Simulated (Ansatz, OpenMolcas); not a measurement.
**SnH3OF (SMILES [OH][SnH2][F]): methods side by side**

SnH3OF has 6 atoms, charge 0, and is taken as a singlet. As SMILES, `[OH][SnH2][F]`. The shape is that of a PBE0-D4/def2-TZVP optimisation. This is one conformer, not always the lowest.

```xyz
6

O    -1.4144   -0.3330   -0.4250
Sn    0.3023    0.2559    0.2837
F     1.4091   -1.3151    0.3021
H    -1.3686   -0.6857   -1.3167
H     1.0961    1.3171   -0.7821
H     0.0175    0.6967    1.8919
```

Quantity: the energy change with the Sn2–H6 bond stretched from 1.692 to 3.045 Å, in eV. The values are calculated.

```
                                            level                    kind     program  value (eV)  less CCSD(T)/def2-SVPD  CPU time (all runs)
       HF/def2-SVPD (core potential) (restricted)            Hartree–Fock      Ansatz        3.89                   +1.08                8.2 s
    SVWN5/def2-SVPD (core potential) (restricted)                     LDA  OpenMolcas        2.94                   +0.13                 69 s
     BLYP/def2-SVPD (core potential) (restricted)                     GGA      Ansatz        2.74                   -0.07                 16 s
    BHLYP/def2-SVPD (core potential) (restricted)           global hybrid      Ansatz        3.54                   +0.73                 20 s
   M06-2X/def2-SVPD (core potential) (restricted)         hybrid meta-GGA  OpenMolcas        3.39                   +0.58                 93 s
CAM-B3LYP/def2-SVPD (core potential) (restricted)  range-separated hybrid      Ansatz        3.43                   +0.62                 21 s
   B2PLYP/def2-SVPD (core potential) (restricted)           double hybrid  OpenMolcas        3.23                   +0.42                 62 s
  RPA@PBE/def2-SVPD (core potential) (restricted)                     RPA      Ansatz        2.93                   +0.12                 35 s
      MP2/def2-SVPD (core potential) (restricted)     perturbation theory      Ansatz        3.46                   +0.65                 11 s
  CCSD(T)/def2-SVPD (core potential) (restricted)   coupled cluster or CI      Ansatz        2.81                    0.00              1.8 min
```

Differences are taken from CCSD(T)/def2-SVPD (core potential) (restricted) for orientation; it has basis-set and higher-order errors of its own. Its T1 diagnostic reaches 0.021, a sign that one reference may not serve. At this stretch a single reference begins to fail. The first shape isn't each level's own minimum. The values span 2.74 to 3.89 eV. In the correlated wave-function rows the outer d shell of Sn is correlated, in sets not made for it. CPU times are rough (shared hosts, several kinds of processor): they show what a rung costs within a factor of a few.
